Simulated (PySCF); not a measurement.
Mapped SMILES: `[CH3:1][C:2]([CH3:3])([CH3:4])[S:5][c:6]1[cH:7][cH:8][cH:9][cH:10][cH:11]1`. Hydrogens are named by the atom that carries them.

- PBE0-D3(BJ)/def2-SVP structure
- NMR shieldings at PBE0/pcSseg-1/GIAO
- program: PySCF 2.14
- fast rotation and ring inversion assumed for equivalent nuclei, no solvent, relativity neglected, single conformer

Scale: 13C and 1H vs TMS; CS2 for 33S (reference shieldings calculated alike).

| atoms | nucleus | count | Hirshfeld charge | δ (ppm) |
| --- | --- | --- | --- | --- |
| H(C8)/H(C10) | 1H | 2 | 0.05 | ? |
| C8/C10 | 13C | 2 | -0.05 | 133.6 |
| S5 | 33S | 1 | 0.00 | ? |
| H(C7)/H(C11) | 1H | 2 | 0.05 | ? |
| C1/C3/C4 | 13C | 3 | -0.12 | 31.5 |
| C2 | 13C | 1 | 0.03 | 48.7 |
| H(C9) | 1H | 1 | 0.05 | 7.49 |
| H(C1)/H(C3)/H(C4) | 1H | 9 | 0.04 | 1.18 |
| C7/C11 | 13C | 2 | -0.05 | 145.9 |
| C9 | 13C | 1 | -0.05 | 134.6 |
| C6 | 13C | 1 | -0.02 | 141.2 |

Complete the table.

Answers


- H(C7)/H(C11): 7.74 ppm, hydrogen on an aromatic CH; the ring current deshields protons in the ring plane
- H(C8)/H(C10): 7.48 ppm, hydrogen on an aromatic CH; it sits in the deshielding region of the aromatic ring current
- S5: 130 ppm, sulfide sulfur

Shifts are as computed. Against solution values, carbons near 30 ppm lie about +2 ppm off and those near 130 ppm about +5 ppm; carbons on S a further +3 ppm. Of 1211 compounds with measured shifts, 218 miss one by over three times the rms of a fit or turn the order of signals round; such compounds aren't used in these exercises.
